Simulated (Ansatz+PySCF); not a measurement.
## singlet H₃(+): levels of theory in one basis

```xyz
3

H     0.4889   -0.0161    0.0336
H    -0.2174    0.4288    0.0058
H    -0.2279   -0.4709    0.0324
```

Basis set: def2-SVP (spherical functions). All electrons are correlated. Charge 1, multiplicity 1.

Computed with Ansatz (development build ahead of 0.2.0); each method stands on the lowest determinant of its kind that the runs found. NEVPT2 correlates all electrons. Active spaces start from the frontier orbitals, and the lowest solution found is given.

```json
{"method": "RHF", "E − E(RHF) (eV)": "0.00", "<S²> of the determinant": "0.00"}
{"method": "RHF-MP2", "E − E(RHF) (eV)": "-0.79", "<S²> of the determinant": "–"}
{"method": "RHF-CCSD", "E − E(RHF) (eV)": "-1.02", "<S²> of the determinant": "–"}
{"method": "RHF-CCSD(T)", "E − E(RHF) (eV)": "-1.02", "<S²> of the determinant": "–"}
{"method": "CASSCF(2,3)", "E − E(RHF) (eV)": "-0.79", "<S²> of the determinant": "–"}
```

(1) What does SC-NEVPT2(2,3) give on the same scale?

(2) Is a single determinant a sound starting point here?

## Answers

(1) -0.95 eV. NEVPT2 here correlates all electrons, so it doesn't share the others' frozen core.

(2) Only with care. Unrestricted orbitals gain 0.00 eV and <S²> is 0.00 against 0.00 for a pure state, but bonds are stretched. The CASSCF(2,3) natural occupations are 1.97, 0.02, 0.01.

Caution for RHF-MP2, RHF-CCSD, RHF-CCSD(T): bonds are stretched, where a single reference can fail.
